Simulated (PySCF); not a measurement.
Al(H)(Me)(tBu), SMILES [CH3][AlH][C](C)(C)C (GFN2-xTB optimised geometry):

```
19

Al    -0.741     0.099     0.000
H     -1.341     1.532     0.000
C     -1.935    -1.490    -0.005
H     -2.977    -1.193     0.164
H     -1.685    -2.220     0.775
H     -1.920    -2.042    -0.952
C      1.297     0.099     0.000
C      1.886    -0.807    -1.091
C      1.676     1.561    -0.287
C      1.909    -0.316     1.347
H      2.977    -0.768    -1.088
H      1.535    -0.501    -2.077
H      1.584    -1.843    -0.932
H      1.307     1.861    -1.270
H      1.217     2.220     0.456
H      2.756     1.710    -0.261
H      1.554     0.334     2.148
H      1.633    -1.341     1.596
H      2.999    -0.257     1.317
```

Computed with PBE0/def2-SVP (PySCF).

What are the frontier orbital energies and the dipole moment?

HOMO-2 -8.97 eV, HOMO-1 -7.95 eV, HOMO -6.71 eV, LUMO -0.99 eV, LUMO+1 0.76 eV; dipole moment 0.68 D.

Meta-Löwdin charges at PBE0/def2-SVP: Al1 0.69, H2 -0.17, C3 -0.60, H4 0.11, H5 0.11, H6 0.12, C7 -0.19, C8 -0.29, C9 -0.29, C10 -0.29, H11 0.09, H12 0.09, H13 0.09, H14 0.09, H15 0.09, H16 0.09, H17 0.09, H18 0.09, H19 0.09.
